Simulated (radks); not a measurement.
Values are calculated unless marked as measured or tabulated.
Q: The mean radii <r> (bohr) of the occupied orbitals of an atom or ion are listed with their occupations. Code: a radial shooting solver on a logarithmic mesh with Libxc functionals. Model: scalar-relativistic Kohn-Sham, BP86, spin-unpolarised, spherical densities, finite nucleus; Fermi nuclear charge, rms radius of each element as measured or else 0.836 A^(1/3) + 0.57 fm.

orbital  occ.     <r>
1s          2  0.1036
2s          2  0.5197
2p          6  0.4853
3s          2   1.895
3p          3   2.369

Name the element and its charge.

A: Z = 15, phosphorus, charge 0: P in [Ne] 3s2 3p3. The 1s radius gives Z: for a bare nucleus <r> = (2 gamma + 1)/(2Z) with gamma = sqrt(1 - (Z/c)^2), 0.0996 bohr for Z = 15, and screening makes it slightly larger (0.1036 here). The occupations add up to 15, and the charge is Z minus that.
